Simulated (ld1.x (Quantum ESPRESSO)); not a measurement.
## What one change does to a pseudopotential (osmium, TM)

- Element: Os (Z = 76)
- Generator: ld1.x (Quantum ESPRESSO) 7.5
- Type: norm-conserving Troullier–Martins (Kleinman–Bylander form)
- Functional: PW91
- Relativity: scalar-relativistic
- Frozen core: [Xe] 4f14
- Valence charge: 8
- Reference configuration: 5d6 6s1.75 6p0.25
- Partial waves: 6s (bound): rc 2.50 bohr; 6p (bound): rc 2.90 bohr; 5d (bound): rc 2.35 bohr
- Local potential: all-electron potential smoothed inside 2.35 bohr (lloc = -1)
- Core correction: a·sin(br)/r model core, default radius (core density twice the valence density)

Change: core correction a·sin(br)/r model core inside 1.72 bohr.

Cutoffs: the cutoffs (Ry, on a coarse ladder) from which the occupation-weighted sum of valence levels, in a spherical-Bessel basis at the reference potential, stays within 10 and 1 mRy of its value at 400 Ry; they do not see the model core or the augmentation charge, which bear on the density cutoff. Errors are all-electron minus pseudo energies relative to the spin-unpolarised reference configuration.

Problem. Predict the effect on cutoff, ghosts and configuration errors.

Solution. The potential gets neither clearly harder nor softer (35 Ry and 40 Ry → 35 Ry and 40 Ry); the number of tests that count goes from 6 to 5; of the 5 tests that both files solve, the error grows in 0 and shrinks in 2 by more than 15 % and 0.3 meV (median size 7.2 → 4.9 meV); neither file shows a bound ghost at the reference potential, the only one tested. The default core radius of the base comes out at 1.31 bohr. A wider model core is smoother and lowers the density cutoff, which this test does not measure.

```tsv
quantity	base	changed
cutoff, loose	35 Ry	35 Ry
cutoff, tight	40 Ry	40 Ry
bound ghosts	none	none
tests counted (converged, no solver errors)	6 of 7	5 of 7
error for 5d6 6s2 6p0, meV [ΔE -1.23 eV]	+0.5	+0.5
error for 5d6 6s1 6p0, meV [ΔE 8.42 eV]	-3.0	-1.8
error for 5d6 6s0 6p0, meV [ΔE 25.41 eV]	-47	-43
error for 5d6 6s0 6p1, meV [ΔE 14.59 eV]	-7.2	-4.9
error for 5d6 6s0 6p2, meV [ΔE 9.29 eV]	-8.3	-7.1
s: phases at 3.16 bohr within 0.05 rad from the reference energy up to (Ry; the scan ends near 5)	-0.4	-0.4
p: phases at 3.16 bohr within 0.05 rad from the reference energy up to (Ry; the scan ends near 5)	0.7	0.7
d: phases at 3.16 bohr within 0.05 rad from the reference energy up to (Ry; the scan ends near 5)	1.2	1.2
```

Base: Tests not counted: 5d6.5 6s1.5 6p0 (solver errors, printed error -404 eV). Changed file: Tests not counted: 5d6.5 6s1.5 6p0 (solver errors, printed error -402 eV); 5d5 6s2 6p0 (solver errors, printed error -272 eV).
